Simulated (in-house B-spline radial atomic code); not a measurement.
Ionisation energies along the 62-electron series, configuration 1s2 2s2 2p6 3s2 3p6 3d10 4s2 4p6 4d10 4f5/2(6) 4f7/2(6) 5s2 5p1/2(2), as differences of self-consistent energies. Dirac energy differences include first-order Breit, QED and recoil terms. NIST's values go from ground level to ground level; the uncertainty of those that are theory runs from under 0.1 % in few-electron ions to several per cent in heavy many-electron ones. Computed with a radial B-spline atomic code at the basis-set limit: Dirac-Hartree-Fock, jj configuration that fills j = l - 1/2 first, finite nuclei.

A number in brackets counts the electrons of a j subshell.

```tsv
ion	configuration after	ionisation energy (eV)	IE/(q+1)² (eV)	-ε less Coulomb ΔSCF (eV)	Breit and QED recoil part (eV)	tabulated value (eV)	computed minus tabulated (eV)
Yb8+	[Kr] 4d10 4f5/2(6) 4f7/2(6) 5s2 5p1/2(1)	152.16	1.8786	-	-0.21636	163	-10.84
Lu9+	[Kr] 4d10 4f5/2(6) 4f7/2(6) 5s2 5p1/2(1)	176.14	1.7614	-	-0.24503	185	-8.86
Hf10+	[Kr] 4d10 4f5/2(6) 4f7/2(6) 5s2 5p1/2(1)	201.55	1.6657	0.5309	-0.2767	209	-7.45
```
